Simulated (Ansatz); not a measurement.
Consider the ligand exchange at the Sn–O bond: `[F][Sn][O][SiH3]` + CH₃OH → `C[O][Sn][F]` + `O[SiH3]`.

Program: Ansatz. Geometries: PBE0-D4/def2-TZVP. ΔE: electronic, gas phase. CCSD(T)/CBS is the MP2 limit (def2-TZVPP, def2-QZVPP) plus CCSD(T) − MP2 in def2-TZVPP, frozen cores. This one scheme is used for every species. Functionals use def2-TZVPP. HSE06 is defined as in plane-wave codes. def2 core potentials past Kr. For Sn outer-core shells are correlated without core-valence functions, which leaves a few kJ/mol of doubt a bond. One conformer a species, not always the lowest.

CCSD(T)/CBS gives +17.2 kJ/mol.

**Question.** Another level gave +15.9 kJ/mol. Which?
A. HF/def2-TZVPP
B. BLYP/def2-TZVPP
C. LDA (SPW92)/def2-TZVPP
D. HSE06-D4/def2-TZVPP

**Answer.** D. HSE06-D4 15.9, LDA (SPW92) 5.9, HF/def2-TZVPP 25.8, BLYP 10.6 kJ/mol.

Largest T1 diagnostic among the species: 0.017.

In def2-TZVPP, CCSD(T) changes the Hartree–Fock value by −8.1 kJ/mol (the triples alone add −1.8 kJ/mol) and MP2 by −9.1 kJ/mol. Leaving LDA and LC-ωPBE aside and taking each functional with its dispersion term where it has one, the values, not all of them listed here, spread over 10.3 kJ/mol, from PBE-D4 to BHLYP-D4. LDA lies −4.3 kJ/mol from PBE without D4. At CCSD(T), def2-SVP lies +3.3 kJ/mol from the extrapolated value and def2-TZVPP +0.4 kJ/mol.
